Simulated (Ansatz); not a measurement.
`C[CH2][AlH][CH2]C`, relaxed with RKS PBE-D4/def2-SVP in Ansatz from a rough embedded geometry. The force threshold is 0.03 eV/Å; the program also tests the step.

The species carries charge 0 and has multiplicity 1.

Start:

```xyz
16

C     1.068   -1.846   -0.670
C     1.236   -0.452   -1.139
Al   -0.520    0.476   -1.060
C    -1.479    0.738    0.611
C    -0.646    1.425    1.691
H     0.773   -1.884    0.418
H     2.109   -2.354   -0.693
H     0.422   -2.418   -1.286
H     1.626   -0.475   -2.226
H     1.957    0.098   -0.526
H    -1.154    1.077   -2.438
H    -1.720   -0.335    1.004
H    -2.405    1.199    0.520
H    -0.388    2.405    1.317
H    -1.216    1.492    2.630
H     0.338    0.853    1.848
```

Problem. By how much does the energy fall, and how many steps does the optimiser take? (An estimate is asked.)

Solution. Ansatz gave: 12.36 kcal/mol, in 28 steps.

Problem. Which bonds change most? (Best estimate.)

Solution. Computed: C4–H13 from 1.039 to 1.116 Å; C1–C2 from 1.481 to 1.537 Å; C4–H12 from 1.168 to 1.116 Å; C1–H8 from 1.060 to 1.110 Å.

Problem. Give the relaxed structure. (An estimate is asked.)

Solution. Ansatz gave: 
```xyz
16

C     1.592   -1.281   -0.237
C     0.992   -0.581   -1.467
Al   -0.606    0.571   -1.258
C    -1.477    1.039    0.457
C    -0.849    0.578    1.782
H     1.901   -0.557    0.544
H     2.489   -1.888   -0.489
H     0.865   -1.968    0.243
H     0.738   -1.326   -2.257
H     1.760    0.059   -1.963
H    -1.252    1.183   -2.602
H    -2.526    0.668    0.374
H    -1.601    2.148    0.448
H     0.175    0.984    1.919
H    -1.441    0.898    2.668
H    -0.758   -0.526    1.837
```
